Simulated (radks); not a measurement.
Spherical quantum dot in the effective-mass picture: electrons in a well V = -V0 / (1 + exp((r - R)/a)) with V0 = 5.8, R = 4.54, a = 0.35, all in effective atomic units (hartree* = m*/eps^2 hartree, bohr* = eps/m* bohr), one dielectric constant everywhere. Calculated with a radial shooting solver with Libxc functionals: non-relativistic Kohn-Sham, exchange-only LDA, spin-polarised, spherical densities. Levels are named by radial order and angular momentum (1s, 1p, 1d, 2s, ...), and open shells are averaged over m. Results are scaled to m* = 0.482 and eps = 12.9, for which hartree* = 78.82 meV and bohr* = 1.416 nm.

N = 10, configuration 1s2 1p6 1d(up 2, down 0). This is the lowest configuration that the search found. Occupied and some empty levels:

level    occupation  eigenvalue (meV)  <r> (nm)
1s up             1           -203.10     3.903
1s down           1           -199.98     3.868
1p up             3           -190.15     4.203
1p down           3           -186.74     4.190
1d up             2           -169.93     4.444
1d down           0           -166.37     4.440
1f up             0           -143.79     4.645
2s up             0           -140.63     3.156
1f down           0           -140.17     4.647
2s down           0           -138.97     3.159
2p up             0           -108.56     3.681
2p down           0           -106.43     3.676

Energy (meV): total -3019.51, kinetic 337.94, external -4374.2, Hartree 1210.5, exchange-correlation -193.73.

Electron density:

r (nm)  n(r) (e/nm^3)
0.172        0.002942
0.605        0.003426
1.04         0.004480
1.47         0.006149
1.90         0.008441
2.33          0.01127
2.77          0.01436
3.20          0.01713
3.63          0.01877
4.06          0.01841
4.50          0.01564
4.93          0.01104
5.36         0.006176
5.79         0.002609
6.23        0.0008069
6.66        0.0001889
7.09       0.00003596
7.52        6.151e-06
7.96        1.005e-06
8.39        1.626e-07
